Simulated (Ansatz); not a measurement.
Basis-set series for CH7BGaOP, SMILES `[CH3][Ga]([PH2])[BH]O`. The species carries charge 0 and has multiplicity 1. The structure was optimised at the PBE0-D4/def2-TZVP level. It is one conformer, not always the lowest.

Z-matrix (Å, degrees):
```
C
Ga 1 1.978
H 1 1.094 2 109.4
H 1 1.093 2 110.5 3 117.5
H 1 1.090 2 112.5 3 -120.7
P 2 2.333 1 115.0 3 120.2
B 2 2.104 1 125.5 3 -65.9
H 6 1.419 2 96.5 1 -142.1
H 6 1.420 2 95.2 1 -46.5
O 7 1.355 2 118.7 1 88.5
H 7 1.209 2 123.1 1 -92.7
H 10 0.962 7 113.7 2 178.8
```

```csv
functional,basis,functions,energy (Eh),HOMO (eV),LUMO (eV)
PBE0-D4,def2-SVP,127,-2407.63605,-6.38,-1.02
PBE0-D4,def2-TZVPP,281,-2408.16583,-6.48,-1.15
ωB97M-V,def2-SVP,127,-2407.97775,-8.36,0.69
ωB97M-V,def2-TZVPP,281,-2408.51323,-8.49,0.52
```

**Question.** Give the rows for def2-QZVPP. (Best estimate.)

**Answer.** Ansatz gave: 
```json
{"functional": "PBE0-D4", "basis": "def2-QZVPP", "functions": "540", "energy (Eh)": "-2408.22793", "HOMO (eV)": "-6.51", "LUMO (eV)": "-1.20"}
{"functional": "ωB97M-V", "basis": "def2-QZVPP", "functions": "540", "energy (Eh)": "-2408.57344", "HOMO (eV)": "-8.51", "LUMO (eV)": "0.37"}
```

Positive LUMOs are unbound and depend on the basis. Scalar relativity is left out up to krypton.
